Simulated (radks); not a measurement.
Values are calculated unless marked as measured or tabulated.
Problem. Yb, 70 electrons, occupied as [Xe] 4f14 6s2. Level of theory: scalar-relativistic Kohn-Sham, r2SCAN, spin-polarised, spherical densities, finite nucleus; meta-GGA in the generalised Kohn-Sham scheme; Fermi nuclear charge, rms radius 5.3108 fm (a radial shooting solver on a logarithmic mesh with Libxc functionals). Some entries of the table are withheld. Estimate them.

orbital  occ.  eigenvalue (eV)  <1/r> (bohr^-1)
1s          2        -61312.64            80.62
2s          2              (1)            18.81
2p          6        -9173.719            17.26
3s          2        -2355.865            6.962
3p          6        -1980.730            6.474
3d         10        -1523.467            6.122
4s          2              (2)            2.929
4p          6        -344.7546            2.675
4d         10        -181.1941            2.364
5s          2         -56.5605            1.093
5p          6         -28.4610           0.9016
6s          2          -4.0093           0.3123
4f         14          -2.9923            1.732

Solution. 
(1) 2s eigenvalue (eV): -10412.00
(2) 4s eigenvalue (eV): -468.4208
